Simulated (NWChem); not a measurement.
Species: NH3Se; SMILES N[SeH]

All runs: NWChem. All runs use the structure optimised with PBE0-D3(BJ)/def2-TZVP. Level PBE/def2-SVP: energy and gradient on several grids; changes count from the extra-fine grid, which is no exact limit either.

```tsv
grid	size of the energy change (μHa)	largest change of a gradient component (μHa/bohr)
xcoarse	1000	7000
coarse	< 10	1000
medium	< 10	200
fine	< 10	30
xfine	< 10	< 30
```
